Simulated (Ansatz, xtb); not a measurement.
**C3H4F2O2S: which of two isomers lies lower**

Structure X: `O=S1(=O)CCC1(F)F`, a singlet. Structure Y: `O=S1(=O)CC(F)(F)C1`, a singlet. Both are isolated molecules in the gas phase, relaxed with B3LYP-D3(BJ)/def2-SVP.

Quicker runs give these differences E(Y) − E(X): GFN2-xTB −0.119 eV; HF/STO-3G +0.071 eV (at GFN2-xTB geometries); r2SCAN-D4/def2-SVP −0.075 eV (at GFN2-xTB geometries).

**Question.** Which of the two would you expect CCSD(T)/def2-SVP + ΔMP2/def2-TZVPP electronic energies to favour?

**Answer.** Structure Y; the calculation gives E(Y) − E(X) = −0.177 eV.

Level by level:

```
                             level               geometry  E(Y) − E(X) (eV)  departure from the last row (eV)  job, with rough time for the two
                          GFN2-xTB               GFN2-xTB              −0.119                            +0.058              optimisation, 0.23 s
                         HF/STO-3G               GFN2-xTB              +0.071                            +0.247               single point, 0.4 s
                r2SCAN-D4/def2-SVP               GFN2-xTB              −0.075                            +0.101                 single point, 4 s
             B3LYP-D3(BJ)/def2-SVP  B3LYP-D3(BJ)/def2-SVP              −0.103                            +0.074                optimisation, 49 s
                       HF/def2-SVP  B3LYP-D3(BJ)/def2-SVP              −0.321                            −0.145           part of the CCSD(T) run
                      MP2/def2-SVP  B3LYP-D3(BJ)/def2-SVP              −0.102                            +0.074           part of the CCSD(T) run
                  CCSD(T)/def2-SVP  B3LYP-D3(BJ)/def2-SVP              −0.126                            +0.051                      single point
CCSD(T)/def2-SVP + ΔMP2/def2-TZVPP  B3LYP-D3(BJ)/def2-SVP              −0.177                                                  single point, 81 s
```

As drawn, both hold the same kinds of bond in the same numbers.

HF/STO-3G puts the two in the other order. The largest departure from CCSD(T)/def2-SVP + ΔMP2/def2-TZVPP is that of HF/STO-3G, 0.247 eV. The last row adds to CCSD(T) the change of the MP2 difference between the two basis sets, here −0.051 eV.

With thermal terms from frequencies at re-optimised GFN2-xTB minima (ideal gas, soft modes damped towards free rotors, one conformer each, 298.15 K, 1 atm): on the last row, ΔE + ΔZPE = −0.194, ΔH = −0.202, ΔG = −0.163 eV.

The correlated steps freeze 12 core orbitals. Codes used: Ansatz 0.2.0, xtb 6.7.1; the last row on 4 threads of Arm Neoverse V1 on a shared host.
